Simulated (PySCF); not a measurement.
## Ionising SnPb

UHF-MP2; basis Sn def2-SVP with ECP28, Pb def2-SVP with ECP60; scalar-relativistic core potentials; PySCF 2.14. Neutral (UHF): triplet (π ↑↑), Re = 2.847 Å, ωe = 164 cm⁻¹, De = 1.83 eV.

SnPb⁺ (UHF): quartet (σ ↑, π ↑↑), Re = 2.854 Å, ωe = 154 cm⁻¹. The energies at the minima are -405.34794 hartree for SnPb and -405.10890 for SnPb⁺.

Work out the adiabatic ionisation energy, without and with harmonic zero-point energies (1 hartree = 27.2114 eV, 1 eV = 8065.5 cm⁻¹), and the change of the bond length.

At UHF-MP2: 0.23904 hartree = 6.505 eV between the minima; the zero-point term (154.0 − 164.0)/2 cm⁻¹ = -0.001 eV makes it 6.504 eV. Re changes by +0.7 pm against the neutral. The electron leaves a σ orbital, and the small change of length marks it as nearly non-bonding.

Correlated steps freeze 8 core orbitals. Correlated levels converge slowly with the basis: in double zeta they bind strong bonds too weakly, by up to about 1 eV, and carry superposition errors of some tenths. These are scalar-relativistic numbers at best; spin–orbit coupling would shift them, the dissociation energy most. States were picked by a PBE0 search and need not be the measured ground states.
